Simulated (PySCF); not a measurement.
Compound: C4H8OPSi (doublet state).
Z-matrix (Å and degrees, GFN2-xTB geometry), rows numbered from 1:
```
O 
C   1  1.1962
C   2  1.5066  1  126.30
C   3  1.4962  2  113.03  1     9.30
C   4  1.3252  3  124.51  2   126.09
Si  5  1.8853  4  124.81  3   179.96
P   6  2.2340  5  108.11  4  -110.21
H   2  1.1099  1  121.11  3  -179.24
H   3  1.0931  2  108.81  1   133.60
H   3  1.0970  2  105.97  1  -111.46
H   4  1.0813  3  114.72  2   -51.94
H   5  1.0848  4  118.33  3     1.73
H   6  1.4659  5  109.34  4    11.82
H   6  1.4653  5  109.45  4   133.48
H   7  1.3906  6   94.36  5    73.75
```

The hyperfine couplings belong to this conformer and change with its torsions.

As a line formula: `O=CC/C=C/[SiH2][PH]` [radical].

Computed with PySCF, UKS B3LYP, pcH-1 on C H O P Si, non-relativistic, mean-field spin-orbit, GIAO. Geometry: GFN2-xTB, one conformer, isolated molecule. The geometry wasn't refined by DFT: couplings that depend on bond lengths, twists or pyramidal angles can differ widely from those at the functional's own minimum, by a factor of two or more for some ions and for spin on atoms past the first row. No stability test was run, so a lower SCF solution isn't excluded.

Q: What is the g tensor, term by term?

A: 
| Δg (ppt) | 1 | 2 | 3 |
| --- | --- | --- | --- |
| relativistic mass correction | -0.16 | -0.16 | -0.16 |
| gauge correction | 0.00 | 0.04 | 0.04 |
| orbital Zeeman/spin–orbit | 0.04 | 6.83 | 20.74 |
| total | -0.13 | 6.71 | 20.62 |

So g = 2.00219, 2.00903, 2.02294 and g_iso = 2.01139; the tensor is rhombic: the two nearest values differ by 33 % of g3 − g1. 

Q: What effective moment and Curie constant follow for a powder?

A: With the mean of g² = 4.0458 and S(S+1) = 0.75: μ_eff = √(⟨g²⟩S(S+1)) = 1.742 μB and χT = 0.12505·⟨g²⟩·S(S+1) = 0.379 cm³ K/mol (cgs; spin-Hamiltonian part alone).

Q: At 9.659 GHz, how far is the centre of the isotropic spectrum from where a free electron (g = 2.002319) resonates?

A: B = hν/(g μB) with μB/h = 13.99624 MHz/mT gives 344.66 mT for the free electron and 343.10 mT at g_iso, 1.55 mT lower.

Q: In a frozen sample, at which fields do the three g values resonate at 9.5, 34, 94 and 263 GHz (hyperfine left aside), and which band first spreads them over more than twice a line width of 0.3 mT?

A: 
```json
{"band": "X", "GHz": "9.5", "B(g3) mT": "335.53", "B(g2) mT": "337.85", "B(g1) mT": "339.01", "spread mT": "3.48"}
{"band": "Q", "GHz": "34.0", "B(g3) mT": "1200.84", "B(g2) mT": "1209.15", "B(g1) mT": "1213.28", "spread mT": "12.44"}
{"band": "W", "GHz": "94.0", "B(g3) mT": "3319.97", "B(g2) mT": "3342.95", "B(g1) mT": "3354.37", "spread mT": "34.39"}
{"band": "J", "GHz": "263.0", "B(g3) mT": "9288.86", "B(g2) mT": "9353.14", "B(g1) mT": "9385.09", "spread mT": "96.23"}
```

The spread grows in proportion to the frequency. X band is the first where it exceeds 0.6 mT.

The largest Mulliken spin population is on P7 (+1.00).

The HOMO–LUMO gaps are 5.64 eV among the α and 3.43 eV among the β orbitals.
